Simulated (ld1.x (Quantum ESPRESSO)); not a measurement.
# Building the TM semilocal potential for Pt (Z = 78) (LDA (PZ), scalar-relativistic).

```
Element                 : Pt
Generator               : ld1.x (Quantum ESPRESSO) 7.5
Type                    : norm-conserving Troullier–Martins (semilocal form)
Functional              : LDA (PZ)
Relativity              : scalar-relativistic
Frozen core             : [Kr] 4d10 4f14
Valence charge          : 18
Reference configuration : 5s2 5p6 5d9 6s1 6p0
Partial waves           : 5s (bound): rc 1.65 bohr; 5p (bound): rc 1.95 bohr; 5d (bound): rc 1.90 bohr; 5f channel at -0.1 Ry: rc 2.05 bohr
Local potential         : the f channel
Core correction         : none
```

Occupied shells without a wave of their own: 6s. They enter only through the test configuration that unscreens the potential.

All-electron outer shells of the reference configuration (LDA (PZ), scalar-relativistic, ld1.x):

```json
{"shell": "4d", "level (eV)": "-306.79", "outermost node (bohr)": "0.20", "outermost maximum (bohr)": "0.42"}
{"shell": "5s", "level (eV)": "-102.20", "outermost node (bohr)": "0.49", "outermost maximum (bohr)": "0.87"}
{"shell": "4f", "level (eV)": "-70.51", "outermost node (bohr)": "–", "outermost maximum (bohr)": "0.38"}
{"shell": "5p", "level (eV)": "-56.29", "outermost node (bohr)": "0.53", "outermost maximum (bohr)": "0.98"}
{"shell": "5d", "level (eV)": "-6.38", "outermost node (bohr)": "0.57", "outermost maximum (bohr)": "1.26"}
{"shell": "6s", "level (eV)": "-5.97", "outermost node (bohr)": "1.14", "outermost maximum (bohr)": "2.38"}
{"shell": "6p", "level (eV)": "-0.96", "outermost node (bohr)": "1.36", "outermost maximum (bohr)": "3.55"}
```

Results:

* Configuration tests: no test is counted, since the test run did not reproduce the reference configuration

A Bessel basis up to 400 Ry misses an occupied level by 0.31 Ry, so cutoffs and ghosts were not judged. The potential misses its own reference levels by up to 6.3 eV, so it is not fit for use.

Generation and tests took about 3.1 s on one core of a shared server CPU.
